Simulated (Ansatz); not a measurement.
`CC1=C[SiH2]1` and `IC1=C[SiH2]1` differ in one atom or group.

Ansatz, PBE0-D4/def2-TZVP geometries, multiplicity 1. 

Elements past krypton have def2 core potentials.

| property | `CC1=C[SiH2]1` |
| --- | --- |
| HOMO energy (B3LYP/def2-TZVPP) / eV | -7.04 |
| HOMO energy (PBE/def2-TZVPP) / eV | -6.10 |
| HOMO–LUMO gap (B3LYP/def2-TZVPP) / eV | 6.93 |
| LUMO energy (B3LYP/def2-TZVPP) / eV | -0.11 |
| zero-point energy (PBE0-D4/def2-TZVP) / kJ/mol | 196.9 |
| HOMO energy (PBE0/def2-TZVPP) / eV | -7.24 |

Give the same properties after the change, and the shifts. (Estimate.)

Computed: 
```
                                      property  `IC1=C[SiH2]1`  shift
           HOMO energy (B3LYP/def2-TZVPP) / eV           -7.00   0.04
             HOMO energy (PBE/def2-TZVPP) / eV           -6.14  -0.04
         HOMO–LUMO gap (B3LYP/def2-TZVPP) / eV            5.62  -1.31
           LUMO energy (B3LYP/def2-TZVPP) / eV           -1.38  -1.27
zero-point energy (PBE0-D4/def2-TZVP) / kJ/mol            98.5  -98.4
            HOMO energy (PBE0/def2-TZVPP) / eV           -7.23   0.01
```

The zero-point energy changes by -98.4 kJ/mol with -9 modes.

B3LYP here is the variant with VWN-RPA as its local correlation; programs differ in this.

Spin–orbit coupling is left out; it splits and shifts lone-pair levels of the heavy atoms by tenths of an eV.
